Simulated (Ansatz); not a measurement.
A structure relaxed at PBE0-D4/def2-TZVP, charge 0, multiplicity 1:

```xyz
12

C    -1.769   -0.545    2.086
C    -0.658   -0.264    1.707
Si    1.000    0.163    1.066
B     0.956    0.287   -0.976
C    -0.311    0.047   -1.841
F     2.108    0.596   -1.568
H    -2.747   -0.794    2.430
H     1.961   -0.883    1.512
H     1.419    1.458    1.668
H    -1.110    0.728   -1.526
H    -0.708   -0.955   -1.644
H    -0.141    0.163   -2.914
```

Q: Give its formula and SMILES.

A: C3H6BFSi, `C#C[SiH2]B(C)F`.

Q: Point group (tolerance 0.08 Å, 0.16 Å for H)?

A: Cs.

Q: Summarise the bond lengths by kind.

A: 1 × C–C 1.207 Å; 4 × C–H 1.066 to 1.096 Å; 1 × C–Si 1.828 Å; 1 × B–Si 2.046 Å; 2 × H–Si 1.489 Å; 1 × B–C 1.553 Å; 1 × B–F 1.331 Å.

All numbers were calculated with Ansatz.
